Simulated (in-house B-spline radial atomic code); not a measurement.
## Solving the quasi-particle equation for 4d up of Pd⁵⁺

Configuration [Kr] 4d5, highest spin, start Hartree-Fock, empty levels kept to 24000 hartree. Computed with a B-spline radial code for spherical atoms: all electrons, scalar-relativistic (spin-free one-electron X2C), finite nucleus, each spin shell either full or empty, empty states to l = 9 with an (l + 1/2)⁻⁴ tail; G0W0 by contour deformation at full frequency.

At the mean-field level ε = -85.027 eV the matrix elements are Σx = -41.178 eV, v_xc = -41.178 eV and Σc(ε) = -0.394 eV, and the slope of the correlation self-energy is dΣc/dω = -0.0266. The quasi-particle energy solves E = ε + Σx − v_xc + Σc(E).

**Question.** What does the linearised equation give?

**Answer.** Z = 1/(1 − dΣc/dω) = 1/1.0266 = 0.9741. The first-order shift is Σx − v_xc + Σc(ε) = -41.178 − (-41.178) + (-0.394) = -0.394 eV, so E ≈ ε + Z × shift = -85.027 + 0.9741 × (-0.394) = -85.411 eV.

**Question.** How does that compare with the full solution and with static screening?

**Answer.** Solving the equation at full frequency dependence gives E = -85.410 eV, where Σc = -0.383 eV and the weight is 0.974; the linearised value is off by 1 meV. Leaving Z out would give -85.421 eV. Static COHSEX puts -2.777 eV in place of Σc and gives -87.804 eV, 2.39 eV deeper.
